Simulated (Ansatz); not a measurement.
CH6AlNO2Si, SMILES `N[SiH]1C[O][Al]1[OH]`. The species carries charge 0 and has multiplicity 1.

```xyz
12

N     0.130   -0.217   -2.230
Si    0.641    0.085   -0.623
C    -0.208    1.435    0.472
O    -0.600    0.752    1.674
Al   -0.245   -0.912    1.390
O    -0.631   -2.152    2.470
H     0.629    0.146   -3.023
H    -0.799   -0.519   -2.467
H     2.108    0.332   -0.720
H     0.476    2.254    0.726
H    -1.086    1.871   -0.020
H    -0.416   -3.075    2.352
```

(1) List the harmonic frequencies (cm⁻¹, unscaled) at PBE0-D4/def2-TZVP in Ansatz. (Estimate.)

(2) Is this a minimum?

(3) Give the ideal-gas thermochemistry at 298.15 K and 1 bar (rigid rotor, harmonic oscillator; point group C1, symmetry number 1).

(4) Rotational constants (cm⁻¹)?

## Answers

(1) Computed: 96, 104, 158, 196, 231, 266, 272, 290, 349, 400, 559, 599, 670, 687, 724, 820, 874, 903, 936, 999, 1208, 1242, 1465, 1579, 2193, 3016, 3066, 3624, 3723, 3977.

(2) Yes, all 30 modes are real.

(3) Zero-point energy 210.7 kJ/mol; H(298) − E = 236.9 kJ/mol; entropy 383.0 J/(mol·K), of which translation 168.5, rotation 118.0, vibration 96.5; G(298) − E = 122.7 kJ/mol. Modes under 100 cm⁻¹ are hindered rotations or soft bends, so the harmonic entropy is rough.

(4) 0.1355, 0.04976, 0.03912.
